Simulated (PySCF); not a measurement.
PySCF input file for C₃H₆F₂Si, SMILES [SiH3]C1[C@H]([C@@H]1F)F, PBE-D3(BJ)/def2-SVP. Coordinates come from a PBE-D3(BJ)/def2-SVP optimisation. The structure was generated by enumeration; whether it is a known compound was not checked.

```python
import numpy as np
from pyscf import gto, scf, dft, df
from pyscf.hessian import thermo

mol = gto.M(
    atom='''
    F    -1.73742482    1.63392703   -0.48182156
    C    -0.81763722    0.84422286    0.14980696
    C    -0.99883952   -0.63359657    0.10708058
    F    -0.67331440   -1.37452672    1.21565150
    C     0.12195065   -0.00368395   -0.69281776
    Si    1.92771256   -0.21896287   -0.19123039
    H    -0.43148578    1.29810658    1.08076453
    H    -1.87186166   -1.03819359   -0.43454853
    H    -0.07165119    0.03300251   -1.77946558
    H     2.09007303    0.09424050    1.26898693
    H     2.38550778   -1.62641783   -0.45279985
    H     2.77525140    0.72848541   -0.99459999
    ''',
    basis='def2-SVP',
    charge=0,
    spin=0,
    max_memory=1600,
    verbose=3,
)
mf = dft.RKS(mol, xc='pbe').density_fit(auxbasis='def2-universal-jkfit')
mf.disp = 'd3bj'
mf.grids.level = 3
mf.conv_tol = 1e-11
mf.max_cycle = 100
mf.kernel()

# [left out here: the lines that compute and print the analytic Hessian (its translational invariance restored by hand, since the grid's response is missing), thermochemistry and intensities]
```

Program output:

```
[...]
       3   F                -0.01 -0.04  0.07   -0.01  0.02 -0.03   -0.02  0.01  0.01
       4   C                -0.06  0.12 -0.14   -0.03  0.04 -0.05   -0.02 -0.12 -0.07
       5  Si                 0.03 -0.02  0.04   -0.03 -0.01  0.01    0.00  0.02  0.01
       6   H                 0.04  0.00 -0.04    0.10  0.01 -0.05   -0.05  0.10  0.08
       7   H                -0.12 -0.00  0.14    0.19 -0.05 -0.12   -0.04  0.16  0.09
       8   H                -0.08  0.33 -0.13   -0.21 -0.39 -0.03   -0.09  0.20 -0.04
       9   H                 0.28  0.05 -0.01    0.44 -0.01 -0.04    0.07 -0.35  0.08
      10   H                 0.13  0.04 -0.09    0.38  0.12  0.03    0.01 -0.01  0.14
      11   H                -0.22  0.06 -0.14    0.24 -0.13  0.13    0.00 -0.14 -0.17
Mode                                12                  13                  14
Irrep
Freq [cm^-1]                      899.4082            913.9186            916.7583
Reduced mass [au]                   1.3419              1.0644              1.1904
Force const [Dyne/A]                0.6396              0.5238              0.5895
Char temp [K]                    1294.0482           1314.9254           1319.0110
Normal mode                   x     y     z       x     y     z       x     y     z
       0   F                -0.02  0.01  0.00   -0.00  0.00  0.00    0.02 -0.02  0.01
       1   C                 0.05  0.01 -0.04    0.01 -0.00 -0.02    0.00 -0.01 -0.05
       2   C                -0.05 -0.03 -0.02   -0.03  0.01  0.01   -0.05  0.02  0.03
       3   F                 0.01 -0.02  0.03    0.01 -0.01  0.01    0.01 -0.00 -0.01
       4   C                 0.04 -0.02  0.03    0.03  0.00  0.01   -0.00  0.06  0.01
       5  Si                -0.05  0.01 -0.03   -0.02  0.01  0.02    0.01  0.02 -0.01
       6   H                -0.05 -0.01  0.01   -0.06 -0.04  0.03    0.04 -0.04 -0.05
       7   H                -0.12  0.02  0.07   -0.04  0.02  0.02    0.08 -0.10 -0.08
       8   H                 0.30  0.31 -0.00    0.13  0.06 -0.01   -0.04 -0.12  0.02
       9   H                 0.37 -0.16 -0.03   -0.28 -0.04  0.05   -0.12 -0.62  0.15
      10   H                 0.28  0.04  0.33    0.37  0.21 -0.43    0.08 -0.05  0.43
      11   H                 0.30 -0.04  0.27    0.22 -0.52 -0.37   -0.23 -0.05 -0.33
Mode                                15                  16                  17
Irrep
Freq [cm^-1]                      961.5647            995.3591           1040.3075
Reduced mass [au]                   1.5383              1.3365              1.8995
Force const [Dyne/A]                0.8380              0.7802              1.2112
Char temp [K]                    1383.4775           1432.1002           1496.7709
Normal mode                   x     y     z       x     y     z       x     y     z
       0   F                 0.02  0.01 -0.00    0.01  0.00  0.00   -0.01 -0.00 -0.00
       1   C                -0.09 -0.07  0.02   -0.06 -0.04  0.04    0.07  0.04 -0.03
       2   C                 0.00  0.06  0.02    0.01 -0.08 -0.03    0.05 -0.10 -0.08
       3   F                 0.01 -0.01  0.01   -0.01  0.03 -0.01   -0.00  0.01 -0.00
       4   C                 0.08  0.03 -0.06   -0.03  0.04  0.05   -0.08  0.07  0.07
       5  Si                -0.01 -0.00 -0.01    0.01 -0.00 -0.01    0.00 -0.00  0.00
       6   H                -0.16 -0.18  0.10    0.51  0.39 -0.41   -0.14 -0.12  0.14
       7   H                -0.28  0.38  0.25   -0.14  0.05  0.09   -0.30  0.23  0.25
       8   H                 0.39 -0.28 -0.12    0.30  0.00 -0.01   -0.17 -0.41  0.08
       9   H                -0.05 -0.00 -0.01   -0.11  0.00  0.01    0.01 -0.03  0.00
      10   H                -0.05 -0.03  0.07    0.04  0.01  0.01    0.09  0.03  0.03
      11   H                -0.07  0.08  0.02    0.02 -0.02 -0.01    0.05 -0.04 -0.00
Mode                                18                  19                  20
Irrep
Freq [cm^-1]                     1070.7455           1140.6550           1163.5333
Reduced mass [au]                   2.5145              3.3091              1.9617
Force const [Dyne/A]                1.6985              2.5367              1.5648
Char temp [K]                    1540.5643           1641.1485           1674.0654
Normal mode                   x     y     z       x     y     z       x     y     z
       0   F                -0.03  0.04 -0.02   -0.07  0.04 -0.06   -0.02  0.02 -0.02
       1   C                 0.02 -0.12 -0.05    0.10 -0.05  0.13    0.06  0.01  0.05
       2   C                 0.05 -0.03  0.11   -0.09 -0.01 -0.03    0.02 -0.07  0.12
       3   F                -0.02  0.03 -0.06    0.02 -0.00  0.02   -0.03  0.04 -0.07
       4   C                 0.08  0.01  0.03    0.06  0.03 -0.03   -0.04  0.02 -0.05
       5  Si                -0.01 -0.00  0.01   -0.01  0.00  0.00    0.01 -0.00 -0.00
       6   H                 0.08 -0.09 -0.10    0.33 -0.13  0.08   -0.13 -0.03  0.17
       7   H                -0.10  0.16  0.22    0.01  0.00 -0.21    0.10 -0.40  0.25
       8   H                -0.40  0.24  0.13   -0.08 -0.25 -0.01    0.41 -0.07 -0.14
       9   H                 0.05  0.01 -0.00    0.03 -0.02  0.00   -0.03  0.01  0.00
      10   H                 0.02  0.02 -0.02   -0.01  0.00  0.00   -0.01 -0.01  0.00
      11   H                -0.03 -0.00 -0.02   -0.02  0.00 -0.01   -0.01  0.01 -0.01
Mode                                21                  22                  23
Irrep
Freq [cm^-1]                     1216.0891           1275.9243           1423.7517
Reduced mass [au]                   1.6043              1.2351              3.2812
Force const [Dyne/A]                1.3979              1.1847              3.9187
Char temp [K]                    1749.6814           1835.7709           2048.4617
Normal mode                   x     y     z       x     y     z       x     y     z
       0   F                 0.02 -0.01  0.02    0.00  0.02  0.01   -0.01  0.02 -0.00
       1   C                -0.01  0.05  0.03    0.05 -0.06  0.00    0.07 -0.15  0.01
       2   C                -0.06 -0.04 -0.03   -0.02 -0.07  0.06    0.03  0.14 -0.07
       3   F                -0.00 -0.00 -0.00    0.01  0.02 -0.00   -0.00 -0.02  0.01
       4   C                 0.14  0.00 -0.04   -0.03  0.01 -0.03   -0.07  0.01  0.04
       5  Si                -0.01  0.00  0.00    0.00 -0.00  0.00    0.00  0.00 -0.00
       6   H                -0.27  0.47 -0.07   -0.44  0.44 -0.04   -0.21  0.27 -0.10
       7   H                -0.15 -0.29  0.28    0.08  0.41 -0.47    0.05 -0.24  0.22
       8   H                -0.28 -0.16  0.02    0.07 -0.04 -0.05    0.05 -0.06  0.02
       9   H                 0.03 -0.01 -0.01   -0.01  0.01 -0.00   -0.00 -0.01 -0.01
      10   H                -0.02  0.00 -0.01    0.00 -0.00  0.00    0.02  0.01  0.01
      11   H                -0.02  0.00 -0.01   -0.01  0.01 -0.00    0.03 -0.01  0.02
Mode                                24                  25                  26
Irrep
Freq [cm^-1]                     2169.2941           2177.6331           2183.4021
Reduced mass [au]                   1.0217              1.0495              1.0505
Force const [Dyne/A]                2.8328              2.9323              2.9507
Char temp [K]                    3121.1313           3133.1292           3141.4294
Normal mode                   x     y     z       x     y     z       x     y     z
       0   F                 0.00 -0.00  0.00   -0.00  0.00  0.00   -0.00 -0.00 -0.00
       1   C                -0.00  0.00  0.00    0.00 -0.00 -0.00   -0.00  0.00 -0.00
       2   C                -0.00 -0.00  0.00   -0.00  0.00 -0.00   -0.00 -0.00  0.00
       3   F                -0.00  0.00 -0.00    0.00 -0.00  0.00   -0.00  0.00 -0.00
       4   C                 0.00  0.00 -0.00    0.00  0.00  0.00   -0.00  0.00  0.00
       5  Si                 0.02  0.00 -0.00    0.00  0.04 -0.01   -0.00  0.01  0.04
       6   H                 0.00 -0.00  0.00   -0.00 -0.00 -0.00    0.01 -0.00  0.00
       7   H                 0.00  0.00 -0.00   -0.00 -0.00  0.00    0.00  0.00 -0.00
       8   H                 0.00 -0.00 -0.00   -0.00 -0.00 -0.00    0.00  0.00  0.00
       9   H                -0.03 -0.08 -0.38    0.03  0.06  0.21   -0.09 -0.18 -0.85
      10   H                -0.14  0.45  0.08    0.23 -0.71 -0.14    0.12 -0.37 -0.06
      11   H                -0.43 -0.49  0.41   -0.33 -0.36  0.31    0.11  0.13 -0.09
Mode                                27                  28                  29
Irrep
Freq [cm^-1]                     3075.8845           3083.8758           3092.1644
Reduced mass [au]                   1.0920              1.0881              1.0907
Force const [Dyne/A]                6.0872              6.0967              6.1447
Char temp [K]                    4425.5130           4437.0107           4448.9361
Normal mode                   x     y     z       x     y     z       x     y     z
       0   F                -0.00  0.00  0.00   -0.00 -0.00  0.00    0.00 -0.00  0.00
       1   C                -0.03 -0.04 -0.07    0.00  0.01  0.01   -0.00 -0.00 -0.01
       2   C                 0.00  0.00 -0.00   -0.04 -0.02 -0.02   -0.06 -0.03 -0.03
       3   F                 0.00 -0.00  0.00    0.00  0.00 -0.00    0.00  0.00  0.00
       4   C                 0.00 -0.00  0.02    0.01 -0.00  0.07   -0.01  0.00 -0.04
       5  Si                -0.00 -0.00 -0.00   -0.00  0.00  0.00    0.00  0.00 -0.00
       6   H                 0.33  0.39  0.79   -0.05 -0.06 -0.12    0.03  0.04  0.08
       7   H                -0.00  0.00 -0.00    0.41  0.19  0.25    0.63  0.30  0.39
       8   H                -0.03  0.01 -0.16   -0.14  0.02 -0.78    0.09 -0.02  0.50
       9   H                 0.00  0.00  0.00   -0.00 -0.00 -0.00    0.00  0.00  0.00
      10   H                 0.00 -0.00  0.00    0.00 -0.00 -0.00   -0.00  0.00  0.00
      11   H                 0.00  0.00  0.00    0.00  0.00 -0.00   -0.00 -0.00  0.00
temperature 298.1500 [K]
pressure 101325.00 [Pa]
Rotational constants [GHz] 3.74797 2.02886 1.45154
Symmetry number 1
Zero-point energy (ZPE) 0.07837 [Eh]   205752.922 [J/mol]
                           tot       elec      trans        rot        vib
Entropy [J/mol/K]       348.780      0.000    167.159    116.179     65.442
Cv [J/mol/K]            106.788      0.000     12.472     12.472     81.845
Cp [J/mol/K]            115.103      0.000     20.786     12.472     81.845
Internal energy [J/mol]                      3718.434   3718.434 217056.189
Internal energy [Eh]   -606.14860  -606.23411
Enthalpy [J/mol]                             6197.391   3718.434 217056.189
Enthalpy [Eh]          -606.14766
Gibbs free energy [J/mol]                  -43640.975 -30920.445 197544.704
Gibbs free energy [Eh] -606.18726
mode   freq/cm-1   IR/(km/mol)
   1      102.63         0.141
   2      131.04         0.250
   3      183.23         1.482
   4      274.94         6.647
   5      295.75        10.754
   6      425.11         6.574
   7      468.02         7.357
   8      572.32         4.839
   9      646.82        27.093
  10      735.32         7.852
  11      874.41       153.373
  12      889.35        23.476
  13      899.41       122.954
  14      913.92        40.532
  15      916.76        19.818
  16      961.56        17.752
  17      995.36         8.382
  18     1040.31        16.438
  19     1070.75        71.782
  20     1140.65        40.149
  21     1163.53        77.590
  22     1216.09        31.511
  23     1275.92        24.104
  24     1423.75        71.566
  25     2169.29        69.937
  26     2177.63        95.318
  27     2183.40        89.772
  28     3075.88         6.592
  29     3083.88         2.563
  30     3092.16         5.351
max |gradient| / (hartree/bohr): 0.0002470976079127375
APT charges: [-5.0720e-01  5.7800e-01  4.9590e-01 -4.3970e-01 -4.9450e-01  1.0244e+00
  7.6000e-03 -4.0000e-04  4.0300e-02 -2.2800e-01 -2.3760e-01 -2.3870e-01]
```

The calculation finished and met its thresholds.

Cost: very roughly 2.2 core-minutes.
